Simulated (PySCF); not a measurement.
Input file for PySCF: R-B3LYP/6-31G* on H2Se (SMILES [SeH2]) with ghost functions, monomers drawn apart or pushed together.

```python
from pyscf import gto, scf, dft, mp
from pyscf.data.elements import chemcore

mol = gto.M(
    atom='''
    Se   -0.24103060    0.11463768    3.13755899
    H     0.31402647   -1.24622587    3.08031736
    H     1.10476080    0.70392791    3.06755434
    ghost-Br   -0.33061094    0.13122235   -0.57024730
    ghost-H   -0.35181744    0.14657662    0.87493129
    ''',
    basis='6-31g*',
    cart=True,
    charge=0, spin=0, verbose=3, max_memory=1800)
mf = dft.RKS(mol, xc='b3lyp')
mf.conv_tol = 1e-8
mf.max_cycle = 100
mf.kernel()
if not mf.converged:
    mf = mf.newton().run(mf.mo_coeff, mf.mo_occ)
```

The log:

```
converged SCF energy = -2402.48988909259
```

Self-consistency was reached.

Cost: very roughly 2.7 core-seconds.
